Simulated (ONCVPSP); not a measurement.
# Configuration tests for gallium (ONCV)

| Item | Value |
| --- | --- |
| Element | gallium |
| Generator | ONCVPSP 4.0.1 |
| Type | optimised norm-conserving Vanderbilt (ONCV) |
| Functional | PBE |
| Relativity | scalar-relativistic |
| Frozen core | [Ar] |
| Valence charge | 13 |
| Reference configuration | 3d10 4s1.75 4p1.25 |
| Partial waves | 4s: rc 1.55 bohr, ncon 5, nbas 8, qcut 4 1/bohr, 1 projector; 4p: rc 2.00 bohr, ncon 3, nbas 7, qcut 3.5 1/bohr, 1 projector; 3d: rc 0.70 bohr, ncon 4, nbas 7, qcut 14.6 1/bohr, 3 projectors, debl 1.9 Ha |
| Local potential | polynomial inside 0.45 bohr (lpopt 5, dvloc0 0 Ha) |
| Core correction | polynomial model core, fcfact 0.2 |

Energies are relative to the spin-unpolarised reference configuration 3d10 4s1.75 4p1.25; without spin polarisation the order of configurations can differ from experiment.

```json
{"valence configuration": "3d10 4s2 4p1", "charge": "0", "ΔE all-electron (eV)": "-1.603", "error AE − PS (meV)": "+0.3"}
{"valence configuration": "3d10 4s1 4p0", "charge": "+2", "ΔE all-electron (eV)": "25.213", "error AE − PS (meV)": "-2.5"}
{"valence configuration": "3d10 4s1 4p2", "charge": "0", "ΔE all-electron (eV)": "4.934", "error AE − PS (meV)": "-0.5"}
```

Problem. What are ΔE and the potential's error for 3d10 4s2 4p0?

Solution. ΔE = 4.085 eV all-electron; the error (AE − PS) is +0.5 meV.

Levels in the configuration 3d10 4s2 4p0:

| level | all-electron (eV) | pseudo (eV) |
| --- | --- | --- |
| 3d | -27.422 | -27.364 |
| 4s | -16.332 | -16.330 |

Note: ghosts flagged at negative energy: s at -753.1 eV, p at -241.9 eV, d at -243.4 eV; GHOST(+) flagged for s at 11.2 eV. A true bound ghost makes a file unfit for plane-wave use.
